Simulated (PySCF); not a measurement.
A PySCF script (with the pyscf-properties extension) for the NMR shieldings of `[BH3-][O+]1C[C@@H]2C[C@H]1CC=CS2`, C7H13BOS, on a GFN2-xTB geometry:

```python
import basis_set_exchange as bse
import numpy as np
from pyscf import gto, dft
from pyscf.prop import nmr

atoms = """
B    -2.255568    0.926317   -0.815959
O    -0.839854    0.169608   -0.513290
C    -0.852296   -1.209939   -0.829974
C     0.260181   -1.812616    0.013973
C     0.166770   -1.007195    1.300298
C    -0.326163    0.360322    0.816938
C     0.767247    1.419865    0.746011
C     1.958848    1.114767   -0.109166
C     2.401411    0.011968   -0.699628
S     1.898297   -1.666109   -0.785142
H    -2.451701    0.715847   -1.966031
H    -3.061309    0.423041   -0.090610
H    -2.035181    2.066068   -0.566996
H    -0.692376   -1.312564   -1.904999
H    -1.822591   -1.652188   -0.567301
H     0.137901   -2.885971    0.157343
H    -0.556177   -1.467040    1.976119
H     1.124329   -0.935715    1.813486
H    -1.139040    0.732061    1.450423
H     0.310073    2.335832    0.359873
H     1.111888    1.636199    1.763013
H     2.573295    1.993926   -0.266136
H     3.317264    0.070500   -1.272165
"""
names = dict.fromkeys(["B", "O", "C", "S", "H"], "pcSseg-1")
basis = {el: gto.basis.parse(bse.get_basis(n, elements=[el], fmt="nwchem")) for el, n in names.items()}
mol = gto.M(atom=atoms, basis=basis, charge=0, verbose=0)
mf = dft.RKS(mol, xc="PBE0")
mf.grids.level = 2
mf.grids.alignment = dft.numint.BLKSIZE   # the property module wants whole blocks of grid points
mf.conv_tol = 1e-9
mf.kernel()

calc = nmr.RKS(mf)   # GIAO
C = mf.mo_coeff
Co = C[:, mf.mo_occ > 0]
resp = mf.gen_response(singlet=True, hermi=2)
def vind(x):   # induced exchange potential for any number of trial vectors
    d = np.einsum("pi,xij,qj->xpq", C, 2 * x.reshape(-1, C.shape[1], Co.shape[1]), Co, optimize=True)
    return np.einsum("xpq,pi,qj->xij", resp(d - d.transpose(0, 2, 1)), C, Co, optimize=True).ravel()
mo1, _ = nmr.rhf.solve_mo1(calc, with_cphf=vind)
sigma = calc.kernel(mo1)
for i, s in enumerate(sigma):   # ppm
    w = np.linalg.eigvalsh((s + s.T) / 2)
    print("%2d %-2s iso %8.1f  s11 %8.1f  s22 %8.1f  s33 %8.1f" % (i, mol.atom_pure_symbol(i), w.mean(), *w))
```

Q: What are the results?

A: 
```
 0 B  iso    103.0  s11     76.0  s22     79.1  s33    153.9
 1 O  iso    278.4  s11    182.1  s22    309.4  s33    343.7
 2 C  iso     99.9  s11     62.0  s22     98.6  s33    139.1
 3 C  iso    136.5  s11    127.6  s22    137.3  s33    144.6
 4 C  iso    145.7  s11    123.3  s22    151.6  s33    162.3
 5 C  iso     98.2  s11     56.5  s22     81.6  s33    156.7
 6 C  iso    147.3  s11    133.1  s22    148.2  s33    160.6
 7 C  iso     62.0  s11    -39.5  s22     69.2  s33    156.4
 8 C  iso     58.3  s11    -41.3  s22     75.2  s33    141.0
 9 S  iso    383.3  s11    236.6  s22    405.0  s33    508.1
10 H  iso     28.8  s11     25.3  s22     25.7  s33     35.2
11 H  iso     28.9  s11     25.0  s22     26.1  s33     35.6
12 H  iso     28.7  s11     24.9  s22     25.7  s33     35.5
13 H  iso     27.3  s11     22.9  s22     26.5  s33     32.6
14 H  iso     27.5  s11     22.6  s22     27.3  s33     32.6
15 H  iso     28.4  s11     23.0  s22     26.6  s33     35.5
16 H  iso     28.7  s11     23.7  s22     26.6  s33     35.9
17 H  iso     29.6  s11     26.3  s22     27.4  s33     35.2
18 H  iso     27.1  s11     24.4  s22     25.9  s33     31.1
19 H  iso     28.3  s11     23.3  s22     27.6  s33     33.8
20 H  iso     29.5  s11     25.3  s22     27.0  s33     36.3
21 H  iso     25.9  s11     22.1  s22     27.0  s33     28.6
22 H  iso     25.8  s11     21.2  s22     26.8  s33     29.3
```

These numbers come from an equivalent density-fitted implementation of the same equations, which agrees with the script to about 0.01 ppm for H and up to a few tenths of a ppm for heavy atoms, so last digits may differ.

Size and cost of the density-fitted run: 242 basis functions, 71 s wall time on 1 thread of an Arm Neoverse V1, shared host; peak memory 1.1 GiB.
